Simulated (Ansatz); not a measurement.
Cost and result up the ladder for Ga3N3H12 (started as a model of: (H2Ga-mu-NH2)3) (18 atoms). Charge 0, multiplicity 1. Geometry: PBE0-D4/def2-SVP.

Cartesian coordinates in Å:
```
Ga 1.2856 0.2766 -1.6077
Ga -1.4248 1.2656 0.1647
Ga 0.3672 -1.4886 1.1327
N -0.7172 0.3811 -1.4896
N -1.1633 -0.2331 1.4791
N 1.6621 -0.1989 0.3084
H 1.6939 -0.9794 -2.4648
H 1.7929 1.7395 -1.8917
H -0.4032 2.3905 0.5833
H -2.9718 1.5091 -0.0138
H 0.9441 -1.9728 2.5172
H -0.1251 -2.4693 0.0008
H -1.0588 0.9039 -2.2981
H -1.1181 -0.5536 -1.5923
H -2.0206 -0.7859 1.5338
H -1.0604 0.1753 2.4098
H 1.7224 0.6523 0.8711
H 2.5951 -0.6122 0.3572
```

Ansatz on 4 threads of Arm Neoverse V2 on a shared host. Times are rough, and most runs start from the orbitals of an earlier one. r2SCAN0-D4/def2-TZVP serves as the yardstick here, not as an exact answer. Differences are given only for rows in sets of like size (and for xTB, whose basis is part of the method), since another set adds its own error. Binding counts from free atoms at the same level (Ga doublet, N quartet, H doublet; other spins of the atoms weren't run), without zero-point energy or a counterpoise term.

LC-ωPBE has ω = 0.4 bohr⁻¹. HSE06 is defined as in plane-wave codes, on full-range PBE exchange. Correlated methods freeze 30 core orbitals; core or outer-core shells of Ga are correlated, in sets that lack core-valence functions.

Correlated methods converge slowly with the basis.

```csv
level,functions,wall time,binding energy per atom (eV),difference from r2SCAN0-D4/def2-TZVP (eV)
PBE-D4/def2-SVP,198,3.4 s,3.07,–
PBE0-D4/def2-SVP,198,6 s,3.04,–
PBE-D4/def2-TZVP (with forces),309,7 s,3.05,0.04
LC-ωPBE/def2-TZVP,309,8.5 s,3.04,0.03
r2SCAN-D4/def2-TZVP,309,12 s,3.04,0.04
HSE06-D4/def2-TZVP,309,13 s,3.02,0.01
MP2/def2-TZVP,309,13 s,2.95,-0.06
PBE0-D4/def2-TZVP,309,13 s,3.02,0.01
r2SCAN0-D4/def2-TZVP,309,19 s,3.01,0.00
```
